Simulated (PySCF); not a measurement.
Coordinates in bohr (charge -1 multiplicity 3):
```
Ni    0.0000    0.0000   -0.0321
H     2.9696    0.0000    0.6149
H    -1.4848    2.5718    0.6149
H    -1.4848   -2.5718    0.6149
```

These are results of PySCF, UPBE0, basis Ni def2-TZVPD, H def2-TZVPD (no relativity, density fitting), not measurements.

This geometry of [NiH3]- is a stationary point at this level.

**Question.** What is the point group?

**Answer.** C3v.

**Question.** Is it a minimum?

**Answer.** Yes: all harmonic wavenumbers are real.

**Question.** List the harmonic modes with their infrared intensities.

**Answer.** 
```csv
symmetry,ω (cm⁻¹),"IR (km/mol, summed over degenerate members)"
e,473,78.4
a1,632,296
e,1466,1758
a1,1545,66.2
```

**Question.** What are the dipole moment and the gap between the highest occupied and lowest empty levels of either spin?

**Answer.** 2.07 D about the centre of mass and 4.20 eV.

In C3v the vibrations span 2e + 2a1.

This need not be the most stable arrangement of these atoms. Other spin states or occupations of the open shell can lie lower. The lowest empty level of this anion is unbound, so it and the gap depend on the basis.
